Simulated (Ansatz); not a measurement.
Reaction (ligand exchange at a B–S bond): `[SiH3]BS[SiH3]` + `BO` → `BOB[SiH3]` + `[SiH3]S`

Isolated molecules relaxed with PBE0-D4/def2-TZVP in Ansatz; ΔE leaves out vibrations. CCSD(T)/CBS adds triple-zeta CCSD(T) − MP2 to the extrapolated MP2 energy (def2 sets, frozen cores). This one scheme is used for every species. Functionals use def2-TZVPP. One conformer a species, not always the lowest.

`[SiH3]BS[SiH3]`:

Cartesian coordinates in Å:
```
Si -2.290 0.870 0.315
B -0.505 0.068 -0.146
S 0.866 0.287 0.957
Si 2.389 -0.793 -0.129
H -2.715 1.804 -0.767
H -3.316 -0.208 0.404
H -2.275 1.615 1.603
H -0.355 -0.556 -1.157
H 2.587 -0.166 -1.457
H 3.640 -0.714 0.664
H 1.974 -2.207 -0.287
```

`BO`:

```xyz
5

B     0.013   -0.415    0.070
O     0.148    0.721   -0.643
H     0.284   -1.437   -0.489
H    -0.363   -0.382    1.211
H    -0.082    1.513   -0.149
```

`BOB[SiH3]`:

```xyz
10

B    -1.416    1.070    1.519
O    -0.673    0.113    0.885
B     0.077    0.327   -0.239
Si    1.130   -1.191   -1.076
H    -1.431    2.189    1.088
H    -2.025    0.736    2.492
H     0.090    1.436   -0.709
H     0.687   -1.373   -2.488
H     0.988   -2.487   -0.359
H     2.574   -0.820   -1.113
```

`[SiH3]S`:

Z-matrix (Å, degrees):
```
Si
S 1 2.137
H 1 1.485 2 111.6
H 1 1.485 2 111.6 3 -122.0
H 1 1.482 2 104.8 3 119.0
H 2 1.344 1 94.7 3 60.9
```

Task: Is it downhill or uphill in electronic energy at CCSD(T)/CBS, and by how much? (Best estimate.)

Result: Computed: Nearly level: ΔE = -0.3 kcal/mol.

Task: What do these levels give: LDA (SPW92), PBE-D4, revPBE-D4, CAM-B3LYP-D4, ωB97M-V, LC-ωPBE, HF/def2-SVP, MP2/def2-TZVPP, CCSD/def2-TZVPP, HF/def2-QZVPP, HF/CBS(def2), MP2/CBS(def2)? (An estimate is asked.)

Result: Ansatz gave: LDA (SPW92) 2.6, PBE-D4 3.2, revPBE-D4 3.6, CAM-B3LYP-D4 -2.5, ωB97M-V -1.0, LC-ωPBE -0.8, HF/def2-SVP -7.2, MP2/def2-TZVPP 0.7, CCSD/def2-TZVPP -1.8, HF/def2-QZVPP -8.0, HF/CBS(def2) -8.1, MP2/CBS(def2) 0.8 kcal/mol.

Task: What do rigid-rotor, harmonic-oscillator terms from PBE0-D4/def2-TZVP frequencies (298.15 K, 1 bar) make of the CCSD(T)/CBS value? (An estimate is asked.)

Result: Ansatz gave: ΔZPE = -1.9 kcal/mol, ΔH = -2.1 kcal/mol, ΔS = 10 J/(mol·K), ΔG = -2.8 kcal/mol.

Largest T1 diagnostic among the species: 0.015.

The D4 term adds +1.5 kcal/mol with B3LYP and +0.8 kcal/mol with PBE0; it sums over pairs of atoms, weighted by their polarisabilities, and B3LYP, whose exchange is more repulsive, gets the larger term. From r2SCAN to r2SCAN0 (25 % exact exchange), in def2-TZVPP and without D4, ΔE moves by −1.1 kcal/mol. Leaving LDA and LC-ωPBE aside and taking each functional with its dispersion term where it has one, the values, not all of them listed here, spread over 6.2 kcal/mol, from BHLYP-D4 to revPBE-D4.

B3LYP here is the variant with VWN-RPA as its local correlation; programs differ in this.
